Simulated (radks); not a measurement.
Results of a calculation; reference values are marked as such.
Valence configurations of Cr II (all share [Ar]). Code: a radial shooting solver on a logarithmic mesh with Libxc functionals. Model: scalar-relativistic Kohn-Sham, PBE, spin-polarised, spherical densities, point nucleus; open shells are filled with parallel spins first. Energies are relative to 3d5; eigenvalues in eV for spin up.

[
 {"valence": "3d5", "E (eV)": "0.000", "moment (Bohr magnetons)": "5", "e(3d)": "-10.926", "e(4p)": "-", "e(4s)": "-"},
 {"valence": "3d4.5 4s0.5", "E (eV)": "0.515", "moment (Bohr magnetons)": "5", "e(3d)": "-12.851", "e(4p)": "-", "e(4s)": "-11.239"},
 {"valence": "3d4 4s1", "E (eV)": "1.643", "moment (Bohr magnetons)": "5", "e(3d)": "-15.028", "e(4p)": "-", "e(4s)": "-12.103"},
 {"valence": "3d4.5 4p0.5", "E (eV)": "2.692", "moment (Bohr magnetons)": "5", "e(3d)": "-13.462", "e(4p)": "-7.232", "e(4s)": "-"},
 {"valence": "3d4 4p1", "E (eV)": "6.261", "moment (Bohr magnetons)": "5", "e(3d)": "-16.237", "e(4p)": "-8.161", "e(4s)": "-"},
 {"valence": "3d3 4s2", "E (eV)": "7.836", "moment (Bohr magnetons)": "3", "e(3d)": "-20.011", "e(4p)": "-", "e(4s)": "-13.358"},
 {"valence": "3d3 4s1.5 4p0.5", "E (eV)": "9.744", "moment (Bohr magnetons)": "4", "e(3d)": "-20.650", "e(4p)": "-8.961", "e(4s)": "-14.034"},
 {"valence": "3d3 4s1 4p1", "E (eV)": "11.230", "moment (Bohr magnetons)": "5", "e(3d)": "-21.210", "e(4p)": "-9.422", "e(4s)": "-14.587"},
 {"valence": "3d3 4p2", "E (eV)": "16.415", "moment (Bohr magnetons)": "5", "e(3d)": "-22.345", "e(4p)": "-9.984", "e(4s)": "-"},
 {"valence": "3d2 4s2 4p1", "E (eV)": "21.941", "moment (Bohr magnetons)": "3", "e(3d)": "-26.985", "e(4p)": "-10.328", "e(4s)": "-15.914"}
]

NIST lists [Ar] 3d5 as the ground configuration; this level of theory agrees among the configurations tried. The energies are those of spherical high-spin densities, not of single terms.
